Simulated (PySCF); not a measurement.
Si(H)2(OMe)(OSiMe3), SMILES CO[SiH2]O[Si](C)(C)C, GFN2-xTB optimised geometry.

```
22

Si    -1.06     1.71    -0.58
O     -1.71     1.75    -2.07
C     -2.90     1.19    -2.53
O     -0.93     0.20     0.00
Si    -0.41    -1.35     0.00
C     -1.11    -2.12     1.59
C      1.49    -1.35     0.00
C     -1.08    -2.23    -1.55
H     -1.90     2.35     0.43
H      0.23     2.30    -0.87
H     -3.76     1.76    -2.17
H     -2.99     0.15    -2.21
H     -2.88     1.23    -3.62
H     -0.74    -1.61     2.47
H     -0.83    -3.17     1.67
H     -2.20    -2.07     1.61
H      1.89    -0.88    -0.90
H      1.88    -0.79     0.85
H      1.90    -2.35     0.05
H     -0.80    -1.70    -2.45
H     -0.68    -3.24    -1.64
H     -2.16    -2.31    -1.53
```

Density from PBE0/def2-SVP in PySCF at that geometry.

Minimum of the electron density along straight lines between bonded atoms, close to the bond critical point (lines longer than 1.1 times the sum of covalent radii, or with two minima, are not listed):

```json
[
 {"bond": "Si1–O2", "length / Å": "1.619", "ρ at the minimum / e bohr⁻³": "0.131", "∇²ρ there / e bohr⁻⁵": "1.10", "position (fraction from the first atom)": "0.41"},
 {"bond": "O2–C3", "length / Å": "1.397", "ρ at the minimum / e bohr⁻³": "0.257", "∇²ρ there / e bohr⁻⁵": "?", "position (fraction from the first atom)": "0.66"},
 {"bond": "Si1–O4", "length / Å": "1.621", "ρ at the minimum / e bohr⁻³": "0.127", "∇²ρ there / e bohr⁻⁵": "1.08", "position (fraction from the first atom)": "0.42"},
 {"bond": "O4–Si5", "length / Å": "1.635", "ρ at the minimum / e bohr⁻³": "0.122", "∇²ρ there / e bohr⁻⁵": "1.03", "position (fraction from the first atom)": "0.59"},
 {"bond": "Si5–C6", "length / Å": "1.903", "ρ at the minimum / e bohr⁻³": "0.112", "∇²ρ there / e bohr⁻⁵": "0.31", "position (fraction from the first atom)": "0.38"},
 {"bond": "Si5–C7", "length / Å": "1.903", "ρ at the minimum / e bohr⁻³": "0.112", "∇²ρ there / e bohr⁻⁵": "0.31", "position (fraction from the first atom)": "0.38"},
 {"bond": "Si5–C8", "length / Å": "1.907", "ρ at the minimum / e bohr⁻³": "0.111", "∇²ρ there / e bohr⁻⁵": "0.30", "position (fraction from the first atom)": "0.38"},
 {"bond": "Si1–H9", "length / Å": "1.460", "ρ at the minimum / e bohr⁻³": "0.121", "∇²ρ there / e bohr⁻⁵": "0.33", "position (fraction from the first atom)": "0.49"},
 {"bond": "Si1–H10", "length / Å": "1.451", "ρ at the minimum / e bohr⁻³": "0.123", "∇²ρ there / e bohr⁻⁵": "0.34", "position (fraction from the first atom)": "0.49"},
 {"bond": "C3–H11", "length / Å": "1.093", "ρ at the minimum / e bohr⁻³": "0.281", "∇²ρ there / e bohr⁻⁵": "-1.06", "position (fraction from the first atom)": "0.63"},
 {"bond": "C3–H12", "length / Å": "1.092", "ρ at the minimum / e bohr⁻³": "0.282", "∇²ρ there / e bohr⁻⁵": "-1.06", "position (fraction from the first atom)": "0.63"},
 {"bond": "C3–H13", "length / Å": "1.091", "ρ at the minimum / e bohr⁻³": "0.283", "∇²ρ there / e bohr⁻⁵": "-1.08", "position (fraction from the first atom)": "0.64"},
 {"bond": "C6–H14", "length / Å": "1.086", "ρ at the minimum / e bohr⁻³": "0.271", "∇²ρ there / e bohr⁻⁵": "-0.97", "position (fraction from the first atom)": "0.62"},
 {"bond": "C6–H15", "length / Å": "1.085", "ρ at the minimum / e bohr⁻³": "0.271", "∇²ρ there / e bohr⁻⁵": "-0.96", "position (fraction from the first atom)": "0.62"},
 {"bond": "C6–H16", "length / Å": "1.086", "ρ at the minimum / e bohr⁻³": "0.271", "∇²ρ there / e bohr⁻⁵": "-0.96", "position (fraction from the first atom)": "0.62"},
 {"bond": "C7–H17", "length / Å": "1.086", "ρ at the minimum / e bohr⁻³": "0.271", "∇²ρ there / e bohr⁻⁵": "-0.96", "position (fraction from the first atom)": "0.62"},
 {"bond": "C7–H18", "length / Å": "1.086", "ρ at the minimum / e bohr⁻³": "0.271", "∇²ρ there / e bohr⁻⁵": "-0.96", "position (fraction from the first atom)": "0.62"},
 {"bond": "C7–H19", "length / Å": "1.085", "ρ at the minimum / e bohr⁻³": "0.271", "∇²ρ there / e bohr⁻⁵": "-0.96", "position (fraction from the first atom)": "0.62"},
 {"bond": "C8–H20", "length / Å": "1.086", "ρ at the minimum / e bohr⁻³": "0.271", "∇²ρ there / e bohr⁻⁵": "-0.96", "position (fraction from the first atom)": "0.62"},
 {"bond": "C8–H21", "length / Å": "1.086", "ρ at the minimum / e bohr⁻³": "0.271", "∇²ρ there / e bohr⁻⁵": "-0.96", "position (fraction from the first atom)": "0.62"},
 {"bond": "C8–H22", "length / Å": "1.087", "ρ at the minimum / e bohr⁻³": "0.270", "∇²ρ there / e bohr⁻⁵": "-0.96", "position (fraction from the first atom)": "0.62"}
]
```

### Question
Fill in the missing entries.

### Answer

- O2–C3, ∇²ρ there / e bohr⁻⁵: -0.29
